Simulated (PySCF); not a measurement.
**Magnetic susceptibility: SMILES Cc1ccpcc1C, C7H9P**

Geometry (Å), atoms numbered from 1 in this order:
```xyz
17

C    -0.622    1.768    0.316
C     0.227    0.560    0.055
C     1.602    0.720   -0.067
C     2.498   -0.299   -0.306
P     2.075   -1.967   -0.498
C     0.359   -1.847   -0.299
C    -0.374   -0.700   -0.060
C    -1.865   -0.817    0.079
H    -1.353    1.905   -0.480
H    -0.008    2.663    0.377
H    -1.169    1.661    1.252
H     1.997    1.724    0.032
H     3.549   -0.051   -0.380
H    -0.183   -2.783   -0.374
H    -2.367   -0.217   -0.680
H    -2.185   -1.850   -0.032
H    -2.189   -0.458    1.055
```

Method used: GIAO CAM-B3LYP/pcSseg-1 magnetisability, rotational g tensor and spin-rotation constants, non-relativistic, gas phase (PySCF 2.14.0). Geometry: GFN2-xTB.

Problem. How diamagnetic is it, and how anisotropic?

Solution. Isotropic -1444 × 10⁻³⁰ J/T², or -86.9 × 10⁻⁶ cm³/mol; principal values -2214, -1130, -988 × 10⁻³⁰ J/T², anisotropy 1161 × 10⁻³⁰ J/T² (root of half the summed squared differences of the principal values). The susceptibility is in cgs units.

Problem. Split it along the inertial axes a, b, c into diamagnetic and paramagnetic parts about the centre of mass, with the quadrupole moment.

Solution. 
| axis | χ (10⁻⁶ cm³/mol) | diamagnetic (10⁻⁶ cm³/mol) | paramagnetic (10⁻⁶ cm³/mol) | summed x² of all electrons (Å²) | quadrupole Θ (D Å) |
| --- | --- | --- | --- | --- | --- |
| a | -68.0 | -539.4 | 471.3 | 195.6 | -1.58 |
| b | -59.5 | -895.4 | 835.9 | 111.7 | +6.56 |
| c | -133.3 | -1303.9 | 1170.6 | 15.4 | -4.99 |

Anisotropies 2χaa − χbb − χcc = +56.8 and 2χbb − χaa − χcc = +82.3 × 10⁻⁶ cm³/mol. Θ is traceless in Buckingham's convention.

Problem. And the rotational g tensor?

Solution. 
| axis | rotational constant (GHz) | g | nuclear part | electronic part |
| --- | --- | --- | --- | --- |
| a | 2.9615 | -0.0413 | 0.6144 | -0.6558 |
| b | 1.5247 | -0.0308 | 0.5679 | -0.5988 |
| c | 1.0192 | +0.0180 | 0.5785 | -0.5605 |

Asymmetric top; isotopes 12C, 1H, 31P; no vibrational averaging.
